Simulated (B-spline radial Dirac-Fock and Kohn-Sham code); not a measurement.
## I⁷⁺ 2s: cross section and angular parameters

System: iodine as I⁷⁺ in the configuration [Kr] 4d10; threshold 5258.8 eV (orbital energy of the model). Level of theory: Dirac-Hartree-Slater photoionisation with a Latter tail; cross sections with all multipoles, angular parameters from the dipole term and its interference with E2; a radial B-spline solver.

```csv
hν (eV),σ (kb),β,γ
5340,23.3,1.988,1.136
5520,22.1,1.988,0.801
5680,21.2,1.988,0.614
6000,19.3,1.988,0.358
8820,9.58,1.990,-0.089
9251.7,8.74,1.990,-0.070
9420,8.44,1.990,-0.060
11000,?,?,?
12000,5.20,1.990,0.171
15000,3.26,1.990,0.508
```

Problem. Give the values at 11000 eV.

Solution. σ = 6.21 kb, β = 1.990, γ = 0.069. For an s subshell δ is negligible.

Values without a named source are computed, but for edge energies of neutral atoms, which are taken from tables.
